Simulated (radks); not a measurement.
Results of a calculation; reference values are marked as such.
Effect of the nuclear size on the technetium ion Tc+, [Kr] 4d5 5s1. Level of theory: Dirac Kohn-Sham, LDA (Slater exchange, Perdew-Wang correlation), spin-unpolarised, spherical densities, finite nucleus; open shells are shared between the two j in proportion to 2j + 1; Fermi nuclear charge, rms radius 4.4112 fm (a radial shooting solver on a logarithmic mesh with Libxc functionals). The rms radius is varied about that value; shifts are against it.

\begin{tabular}{lrrrrrrr}
rms radius (fm) & total energy shift (eV) & density at nucleus (e/bohr^3) & 1s1/2 shift (meV) & 2s1/2 shift (meV) & 4s1/2 shift (meV) & 4p1/2 shift (meV) & 5s1/2 shift (meV) \\ \hline
3.6878 & -0.505 & 1.018e+05 & -213 & -23.0 & -0.698 & 0.066 & -0.069 \\
4.0583 & -0.256 & 1.007e+05 & -108 & -11.7 & -0.354 & 0.033 & -0.035 \\
4.4112 & 0 & 9.972e+04 & 0.000 & 0.000 & 0.000 & 0.000 & 0.000 \\
4.6626 & 0.194 & 9.91e+04 & 82.0 & 8.84 & 0.268 & -0.025 & 0.026 \\
5.5052 & 0.913 & 9.725e+04 & 386 & 41.6 & 1.26 & -0.119 & 0.125 \\
\end{tabular}

Slopes of the eigenvalues against <r^2> in GHz/fm^2, as finite differences over the two radii next to the reference (eigenvalue slopes, not the field-shift constants of lines): 1s1/2 8730, 2s1/2 941, 4s1/2 28.6, 4p1/2 -2.68, 5s1/2 2.82.
